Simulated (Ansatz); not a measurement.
`C[Se][SiH2]S` + `OCO` → `OCO[SiH2]S` + `C[SeH]`  (ligand exchange at the Si–Se bond)

Isolated molecules relaxed with PBE0-D4/def2-TZVP in Ansatz; ΔE leaves out vibrations. CCSD(T)/CBS is the MP2 limit (def2-TZVPP, def2-QZVPP) plus CCSD(T) − MP2 in def2-TZVPP, frozen cores. This one scheme is used for every species. Functionals use def2-TZVPP. B3LYP here is the variant with VWN-RPA as its local correlation; programs differ in this. For Se outer-core shells are correlated without core-valence functions, which leaves a few kJ/mol of doubt a bond. Scalar relativity is left out up to krypton. Each species was taken in one conformer, which may not be the lowest.

`C[Se][SiH2]S`:

Z-matrix (Å, degrees):
```
C
Se 1 1.957
H 1 1.088 2 109.7
H 1 1.088 2 106.5 3 -118.9
H 1 1.088 2 110.1 3 122.1
Si 2 2.261 1 97.0 3 -52.5
S 6 2.138 2 113.4 1 56.8
H 6 1.484 2 112.4 1 -59.3
H 6 1.483 2 105.0 1 -179.9
H 7 1.344 6 94.4 2 57.6
```

`OCO`:

Cartesian coordinates in Å:
```
O -0.892 -0.038 -0.830
C 0.240 -0.327 -0.064
O 0.470 0.613 0.943
H -1.656 -0.054 -0.245
H 1.067 -0.372 -0.780
H 0.151 -1.287 0.453
H 0.621 1.466 0.523
```

`OCO[SiH2]S`:

Cartesian coordinates in Å:
```
O -0.229 1.406 0.919
C 0.315 0.185 1.323
O -0.237 -0.900 0.634
Si -0.405 -0.910 -1.008
S 1.302 -0.145 -2.030
H -1.145 1.448 1.210
H 0.149 -0.002 2.389
H 1.387 0.258 1.119
H -1.606 -0.141 -1.410
H -0.526 -2.332 -1.392
H 0.995 1.135 -1.755
```

`C[SeH]`:

Cartesian coordinates in Å:
```
C -0.386 -0.248 -0.296
Se 0.341 1.167 0.829
H 0.174 -0.324 -1.225
H -1.412 0.042 -0.516
H -0.387 -1.197 0.236
H 1.670 0.559 0.973
```

(1) Is it downhill or uphill in electronic energy at CCSD(T)/CBS, and by how much? (An estimate is asked.)

(2) What do these levels give: PBE-D4, r2SCAN-D4, PBE0-D4, B3LYP-D4, B2PLYP, r2SCAN, B3LYP, MP2/def2-TZVPP, CCSD(T)/def2-TZVPP, MP2/def2-QZVPP, HF/CBS(def2), MP2/CBS(def2)? (Estimate.)

Largest T1 diagnostic among the species: 0.012.

Results:

(1) Ansatz gave: Downhill: ΔE = -26.0 kJ/mol.

(2) The calculation gave: PBE-D4 -14.6, r2SCAN-D4 -26.9, PBE0-D4 -17.5, B3LYP-D4 -30.0, B2PLYP -32.2, r2SCAN -26.9, B3LYP -31.7, MP2/def2-TZVPP -27.8, CCSD(T)/def2-TZVPP -31.9, MP2/def2-QZVPP -25.0, HF/CBS(def2) -45.2, MP2/CBS(def2) -21.9 kJ/mol.

In def2-TZVPP, CCSD(T) changes the Hartree–Fock value by +11.5 kJ/mol (the triples alone add +2.3 kJ/mol) and MP2 by +15.6 kJ/mol.
